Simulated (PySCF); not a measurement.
Compound: C5H5GeN.
Atom-mapped SMILES: `[N:1]#[C:2][C:3]1=[CH:4][GeH2:5][CH:6]=[CH:7]1` (hydrogens: H8 on C4; H9, H10 on Ge5; H11 on C6; H12 on C7)

Geometry (PBE0-D3(BJ)/def2-SVP, Å), atoms numbered from 1 in this order:
```xyz
12
C5H5GeN angstrom
N      3.446   -0.095    0.266
C      2.292   -0.130    0.159
C      0.865   -0.156    0.030
C      0.172   -1.295   -0.210
Ge    -1.714   -0.812   -0.297
C     -1.239    1.042    0.036
C      0.098    1.113    0.163
H      0.663   -2.263   -0.319
H     -2.347   -1.076   -1.672
H     -2.560   -1.465    0.807
H     -1.881    1.921    0.118
H      0.645    2.041    0.356
```

All values: PBE0/def2-SVPD (PySCF, non-relativistic), on one gas-phase PBE0-D3(BJ)/def2-SVP geometry that isn't relaxed in the solvent. The solvent is an IEF-PCM continuum (Bondi radii, 1.10 Å for H, scaled by 1.2). Specific hydrogen bonds and non-electrostatic terms are outside this model. Spin–orbit coupling is left out although an atom past zinc is present.

Gas phase at PBE0/def2-SVPD: HOMO -7.50 eV, LUMO -2.46 eV, dipole 4.29 D.

What does the continuum do to the energy, the frontier levels and the dipole at PBE0/def2-SVPD in cyclohexane and dimethylsulfoxide?

```json
{"solvent": "cyclohexane", "ε": "2.017", "E(solvent) − E(gas) (kJ/mol)": "-9.58", "polarisation term (kJ/mol)": "-10.48", "distortion of the solute (kJ/mol)": "0.90", "HOMO (eV)": "-7.39", "LUMO (eV)": "-2.36", "dipole (D)": "4.86"}
{"solvent": "dimethylsulfoxide", "ε": "46.83", "E(solvent) − E(gas) (kJ/mol)": "-23.65", "polarisation term (kJ/mol)": "-29.14", "distortion of the solute (kJ/mol)": "5.49", "HOMO (eV)": "-7.28", "LUMO (eV)": "-2.27", "dipole (D)": "5.68"}
```

The first energy column is the sum of the next two and covers electrostatics alone. From cyclohexane to dimethylsulfoxide the lowering changes by a factor 2.47, Onsager's factor (ε − 1)/(2ε + 1) by 2.40 and ε itself by 23.2.

Which radius a makes the point-dipole formula ΔE = −[(ε − 1)/(2ε + 1)]·μ²/a³ give the value in dimethylsulfoxide, with the gas-phase dipole?

μ = 1.689 au and |ΔE| = 0.00901 Eh give a = 2.83 Å; the farthest nucleus lies 3.59 Å from the centroid of the nuclei, so such a sphere wouldn't even hold the nuclei. The formula assumes a rigid point dipole at the centre of a sphere.

Give the dipole vector in the frame of the coordinates (D, pointing from negative to positive charge), gas and dimethylsulfoxide.

Gas (-4.27, -0.11, -0.39), solvent (-5.64, -0.31, -0.54). Its length changes by +32 % and its direction by 2°.

How does the static polarisability (PBE0/def2-SVPD, frozen core, with the continuum's full static response) change?

```tsv
medium	isotropic (au)	principal values (au)	⟨r²⟩ of the electrons (bohr²)
gas	90.6	60.8, 83.1, 128.0	1172.2
cyclohexane	103.1	68.2, 94.2, 146.9	1173.3
dimethylsulfoxide	126.4	85.4, 115.4, 178.5	1174.7
```

The isotropic value in dimethylsulfoxide is 1.40 times the gas-phase one; no cavity-field correction is applied. ⟨r²⟩ is taken about the centre of nuclear charge.
